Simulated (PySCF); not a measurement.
## Excitation energy of Be by level of theory

Be [He] 2s2 (1S) → Be [He] 2s1 3s1 (3S), as a difference of total energies. Computed with PySCF 2.14 in aug-cc-pCVDZ (5s4p2d, 27 functions), with the non-relativistic Hamiltonian (point nucleus). Correlated levels: valence: 1s2 frozen; valence and next inner shell: nothing frozen. The calculations carry no spin-orbit coupling.

Order these methods by the excitation energy they give, lowest first.
A. UHF
B. MN15
C. PBE
D. LDA

A (43204 cm⁻¹), C (48506 cm⁻¹), D (48965 cm⁻¹), B (50730 cm⁻¹).

Errors of the correlated levels include the incompleteness of this basis and the frozen core.

For comparison: 52081 cm⁻¹ (measured; NIST levels).
